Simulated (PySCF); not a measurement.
Species: H6SeSi2.
SMILES: `[SiH3][Se][SiH3]`

Computed with MP2 and CCSD/aug-cc-pVDZ in PySCF, restricted Hartree–Fock reference, 19 core orbitals frozen, non-relativistic, gas phase, PBE0-D3(BJ)/def2-SVP geometry.

E(HF) = -2981.21252 Eh.

Task: How large is the problem?

Result: 144 basis functions and 68 electrons; 19 orbitals frozen, which leaves o = 15 correlated occupied and v = 110 virtual orbitals. That is o·v = 1650 singles and o·v(o·v + 1)/2 = 1362075 distinct closed-shell doubles amplitudes before symmetry; the costliest CCSD step grows as o²v⁴ = 3.3 × 10^10.

Task: What are the MP2 and CCSD correlation energies?

Result: MP2 -0.3611 Eh and CCSD -0.4177 Eh, which gives totals of -2981.57367 and -2981.63017 Eh. That is 0.379 eV for each correlated electron at CCSD (1097 kJ/mol in all, 0.014 % of the total energy); MP2 gives 86.5 % of the CCSD value.

Task: What is the T1 diagnostic?

Result: 0.0099, below the customary warning level of 0.02. It is the norm of the spatial-orbital singles amplitudes over the root of the number of correlated electrons, so the norm is 0.054.

Task: How does correlation change the dipole moment?

Result: HF gives 1.14 D and CCSD (unrelaxed density) 0.89 D, a change of -0.25 D.

Connected triples and the basis-set limit are missing.

The job also held the EOM ionisation roots. On one thread of an x86-64 server (shared host), this took 1.8 min wall.
